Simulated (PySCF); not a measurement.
## Correlation energy of Tc²⁺ (technetium, charge +2)

[Kr] 4d4 5s1, high-spin 6D determinant (an excited configuration). All numbers are calculated (PySCF 2.14, the spin-free X2C one-electron Hamiltonian (Gaussian nucleus), in x2c-TZVPPall (8s6p6d2f1g, 79 functions)). Frozen: [Kr]; 5 electrons correlated.

MP2 pair energies summed by pair of shells (mhartree):

| pair | energy | share (%) |
| --- | --- | --- |
| 4d-4d | -35.17 | 68.2 |
| 4d-5s | -16.39 | 31.8 |

Total MP2 correlation energy: -51.56 mhartree.

Same-spin part -51.56 and opposite-spin part 0.00 mhartree; SCS-MP2 scales them by 1/3 and 6/5 to -17.19 mhartree.
